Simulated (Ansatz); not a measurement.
BBrH2 (SMILES BBr) moved off its minimum; all values from Ansatz (a first-principles code), cores frozen in correlated methods.
(charge 0, multiplicity 1)
```xyz
4

B     -0.99666    -1.25745     0.10300
H     -0.44762    -2.09359     1.01176
H     -1.80584    -1.33950    -0.45270
Br     0.23275     0.23356     0.02261
```

Give the forces (eV/Å), the total energy and the dipole at CCSD(T)/aug-cc-pVTZ.


```csv
atom,Fx,Fy,Fz
B1,9.113,-0.565,6.902
H2,-1.640,1.249,-1.874
H3,-6.934,-0.633,-4.717
Br4,-0.540,-0.051,-0.311
```
Energy -2598.6060 hartree, dipole 0.89 D.
